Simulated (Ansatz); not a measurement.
Basis-set series for F2HO2V, SMILES `[O]=[V]([OH])([F])[F]`. The species carries charge 0 and has multiplicity 1. The structure was optimised at the PBE0-D4/def2-TZVP level. It is one conformer, not always the lowest.

```csv
functional,basis,functions,energy (Eh),HOMO (eV),LUMO (eV)
PBE0-D4,def2-TZVPP,202,-1294.53647,-10.92,-3.41
PBE0-D4,def2-QZVPP,351,-1294.57363,-10.93,-3.41
ωB97M-V,def2-TZVPP,202,-1294.93032,-13.36,-1.08
ωB97M-V,def2-QZVPP,351,-1294.96530,-13.37,-1.08
```

Question: Give the rows for def2-SVP. (Estimate.)

Answer: Computed: 
```csv
functional,basis,functions,energy (Eh),HOMO (eV),LUMO (eV)
PBE0-D4,def2-SVP,92,-1293.96659,-10.74,-3.43
ωB97M-V,def2-SVP,92,-1294.35129,-13.13,-1.06
```

Scalar relativity is left out up to krypton.
